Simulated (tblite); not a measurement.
Species: C5H10F3PSe.
SMILES with atom numbers: `[CH3:1][CH2:2][CH2:3][P@:4]([CH3:5])(=[Se:6])[C:7]([F:8])([F:9])[F:10]` (hydrogens: H11, H12, H13 on C1; H14, H15 on C2; H16, H17 on C3; H18, H19, H20 on C5)

Structure used (GFN2-xTB), in Å, numbered top down from 1:
```xyz
20
C5H10F3PSe angstrom
C      2.9669   -0.2877    0.0472
C      1.5199   -0.6954    0.2899
C      0.5731    0.4832    0.0738
P     -1.1498    0.0483    0.5653
C     -2.1554    1.5479    0.2528
Se    -1.4468   -0.9353    2.3670
C     -1.7134   -0.9801   -0.9288
F     -1.1622   -2.1910   -0.9598
F     -3.0397   -1.1307   -0.9008
F     -1.4135   -0.3801   -2.0938
H      3.0999    0.0667   -0.9730
H      3.2619    0.5065    0.7298
H      3.6262   -1.1371    0.2033
H      1.4053   -1.0581    1.3152
H      1.2529   -1.5141   -0.3823
H      0.5830    0.8213   -0.9663
H      0.8639    1.3208    0.7174
H     -1.8835    2.2900    1.0034
H     -1.9866    1.9454   -0.7473
H     -3.2074    1.2900    0.3838
```

Method: GFN2-xTB as coded in tblite; computed harmonic values from a numerical Hessian at the method's own geometry, unscaled. The method is semi-empirical: single wavenumbers can be off by several per cent or more. One conformer, not necessarily the lowest.

Harmonic wavenumbers (cm⁻¹): 28.3, 59.7, 62.1, 84.4, 104.2, 143.3, 154.1, 170.2, 189.6, 228.2, 237.2, 242.8, 270.4, 344.2, 389.2, 465.8, 467.6, 509.9, 660.6, 723.7, 742.3, 745.6, 833.4, 853.1, 864.4, 943.4, 996.6, 1040.6, 1078.5, 1082.8, 1102.2, 1106.3, 1199.4, 1204.7, 1267.8, 1304.8, 1339.0, 1399.1, 1415.4, 1417.3, 1417.9, 1480.6, 1499.1, 1499.6, 2922.8, 2939.9, 2966.1, 2984.6, 2986.4, 2993.7, 3001.8, 3032.2, 3036.2, 3053.5.

A = 762.0, B = 718.8, C = 493.9 MHz; mass 237.964 u (most abundant isotopes); point group C1, symmetry number 1.

**Question.** Zero-point energy?

**Answer.** Half the sum of the wavenumbers: 31643 cm⁻¹ = 378.54 kJ/mol.

**Question.** What is S at 200 K and 1 bar for an ideal gas of classical rigid rotors and harmonic oscillators?

**Answer.** Translation 168.80, rotation 126.62, vibration 134.05: S = 429.5 J/(mol K).

**Question.** And Cp and H(200 K) − H(0)?

**Answer.** Cp = 158.65 J/(mol K), of which vibrations give 125.40 (their classical limit is 54 R = 449.0); H(200 K) − H(0) = 20.62 kJ/mol without the zero-point energy, 13.97 from vibrations.

**Question.** What must be added to the electronic energy to get the Gibbs energy at 200 K and 1 bar?

**Answer.** ZPE + [H(200 K) − H(0)] − T·S = 378.54 + 20.62 − 85.89 = 313.27 kJ/mol.

**Question.** How do the functions run with temperature in this model?

**Answer.** 
```tsv
T (K)	S (J/(mol K))	Cp (J/(mol K))	H − H(0) (kJ/mol)	G − H(0) (kJ/mol)	ln q(vib)
50	275.4	71.9	2.49	-11.28	1.15
100	337.5	109.4	7.08	-26.67	3.32
298.15	500.8	201.1	38.28	-111.02	11.66
373.15	549.2	231.8	54.53	-150.42	14.46
500	623.5	276.1	86.86	-224.89	18.90
750	747.9	336.8	164.07	-396.85	26.82
1000	850.5	376.0	253.50	-597.03	33.84
```

q(vib) and H(0) count from the zero-point level.

Hindered rotation and anharmonicity are outside this model. Other conformers, if any are populated, would add a mixing term that is left out. The structure is chiral; the term R ln 2 for an equal mix with its mirror image is left out.
